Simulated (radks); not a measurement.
Results of a calculation; reference values are marked as such.
Coulomb parameter of the 5d shell of the osmium ion Os+ in the model configuration [Xe] 4f14 5d6 6s1, as a second difference U = [E(n + 1) + E(n - 1) - 2 E(n)] / (1)^2 with all orbitals relaxed. "Bare": the charge of the atom changes with n. "Screened": the 6s shell takes up the change at fixed total charge, which measures U(5d,5d) + U(6s,6s) - 2 U(5d,6s). Code: a radial shooting solver on a logarithmic mesh with Libxc functionals. Model: scalar-relativistic Kohn-Sham, PBEsol, spin-unpolarised, spherical densities, finite nucleus; Fermi nuclear charge, rms radius 5.4126 fm.

case             configuration  E - E(n) (eV)
start        [Xe] 4f14 5d6 6s1          0.000
bare +1      [Xe] 4f14 5d7 6s1         -9.299
bare -1      [Xe] 4f14 5d5 6s1         19.617
screened +1      [Xe] 4f14 5d7         -0.550
screened -1  [Xe] 4f14 5d5 6s2          1.501

U(bare) = 10.318 eV, U(screened by 6s) = 0.951 eV, against the Slater integral F0(5d,5d) = 14.107 eV with frozen orbitals.
